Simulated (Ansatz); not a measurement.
`O=C=[N][Hf]([OH])([OH])[OH]`, one more setting.

```yaml
crystal:
  periodic: [false, false, false]
  atoms:
    - {symbol: O, position_ang: [2.221131, -2.609849, 1.958519]}
    - {symbol: C, position_ang: [1.563569, -1.836929, 1.379105]}
    - {symbol: N, position_ang: [0.889677, -1.044802, 0.785300]}
    - {symbol: Hf, position_ang: [-0.270736, 0.318218, -0.238609]}
    - {symbol: O, position_ang: [-1.574820, -0.639492, -1.271791]}
    - {symbol: O, position_ang: [-1.140042, 1.462948, 1.033881]}
    - {symbol: O, position_ang: [0.866339, 1.348303, -1.392417]}
    - {symbol: H, position_ang: [-2.415929, -0.956572, -1.583120]}
    - {symbol: H, position_ang: [-1.387371, 2.246417, 1.513399]}
    - {symbol: H, position_ang: [1.248182, 1.711758, -2.184266]}
basis:
  gaussian: {orbitals: def2-TZVPD, fitting: {mean_field: def2-universal-jkfit}, nuclear_model: gaussian}
hamiltonian: {xc: {name: RPBE}}
output: {forces: true}
```

```sh
$ ansatz run in.yaml --threads 2 --pin off --events-out ev --progress --plain --max-ram 22528MiB --backend cuda --devices 0, --max-vram 18GiB
```

Output, abridged:

```
Functional definition: RPBE
741 factors; integrals over basis functions are off by at most 8.8e-1 eV
mean field evaluation 1: about -12055.1504 eV, gradient 1.3e2 eV
mean field evaluation 2: about -11860.2128 eV, gradient 3.1e2 eV
mean field evaluation 4: about -12081.5875 eV, gradient 3.6e1 eV
mean field evaluation 8: about -12083.9024 eV, gradient 7.0e-1 eV
mean field evaluation 16: about -12083.9048 eV, gradient 1.2e-4 eV
mean field -12083.90482851 eV, -444.0753116829 hartree, gradient 5.2e-5 eV, S^2 0.000000; 0 other end points of the search recorded, 0 dependent functions left out
reference -12083.90490979 eV, -444.0753146697 hartree; 30, 30 occupied and 274, 274 virtual orbitals, 741 factors
Total energy: -12083.90490979 eV, -444.0753146697 hartree
Atom 0 at     2.221131    -2.609849     1.958519 Å, force     1.062381    -1.248605     0.936297 eV/Å
Atom 1 at     1.563569    -1.836929     1.379105 Å, force    -0.147785     0.173707    -0.130386 eV/Å
Atom 2 at     0.889677    -1.044802     0.785300 Å, force    -0.691195     0.812673    -0.608764 eV/Å
Atom 3 at    -0.270736     0.318218    -0.238609 Å, force     0.118859    -0.140499     0.104690 eV/Å
Atom 4 at    -1.574820    -0.639492    -1.271791 Å, force     0.098172    -0.146405    -0.164254 eV/Å
Atom 5 at    -1.140042     1.462948     1.033881 Å, force    -0.146362    -0.118830     0.150364 eV/Å
Atom 6 at     0.866339     1.348303    -1.392417 Å, force     0.167644     0.125703     0.119597 eV/Å
Atom 7 at    -2.415929    -0.956572    -1.583120 Å, force    -0.539894    -0.190034    -0.191707 eV/Å
Atom 8 at    -1.387371     2.246417     1.513399 Å, force    -0.152384     0.504895     0.293610 eV/Å
Atom 9 at     1.248182     1.711758    -2.184266 Å, force     0.230564     0.227394    -0.509447 eV/Å
Dipole moment:    -0.513887     0.603730    -0.453331 e Å
```

It took 3.1 s on 2 threads of an AMD EPYC 7R13 on a shared host and a share of an NVIDIA H100 80 GB, with 0.78 GiB of host memory at the peak.
